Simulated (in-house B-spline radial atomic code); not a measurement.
**RPA and G0W0 on HSE06: the arsenic ion As⁵⁺**

Configuration [Ar] 3d10, mean-field start HSE06. Computed with a B-spline radial code for spherical atoms: all electrons, non-relativistic, point nucleus, each spin shell either full or empty, empty states to l = 9 with an (l + 1/2)⁻⁴ tail; G0W0 by contour deformation at full frequency.

Command:
```bash
python run_gw.py task.json out
```
Settings (radii: box in bohr, nucleus in fm):
```
Z                        33
electrons                28
configuration            [Ar] 3d10
hamiltonian              nr
method                   hse06
lmax                     9
spin_polarised           False
box_radius               10.43
intervals                50
```

Run time, properties included: 2.1 s on 1 thread of Arm Neoverse N1, on a shared host.

Energies (hartree):

```csv
term,value
mean-field total,-2229.39330
Hartree-Fock functional on these orbitals,-2228.24473
direct second order,-2.3762
second-order exchange,0.68869
SOSEX correction,0.6375
```

(1) What is the RPA correlation energy, and what remains with SOSEX?

Quasi-particle levels (eV):

```tsv
level	occupied	mean field	Σx - vxc	Σc	QP weight	G0W0
3d	yes	-111.79	-12.94	?	?	?
4s	no	-67.37	6.71	-1.33	0.991	-61.99
```

G0W0 = mean field + (Σx - vxc) + Σc, with Σc (partial-wave tail included) taken at the quasi-particle energy. Only the outer levels were computed. Levels of low weight are left out.

(2) Where does G0W0 put 3d?

Results:

(1) RPA gives -2.0761 hartree (-2.02 eV per electron); RPA + SOSEX gives -1.4386, and the second-order doubles -1.6875 hartree (no singles). SOSEX takes back 31 % of the RPA value.

(2) At -122.50 eV, with Σc = 2.23 eV and a quasi-particle weight of 0.957. The tabulated removal energy is 121.19 ± 0.06 eV (NIST, measured); the calculation leaves out relativity, Breit and QED terms, and what these don't explain is the method's own error.
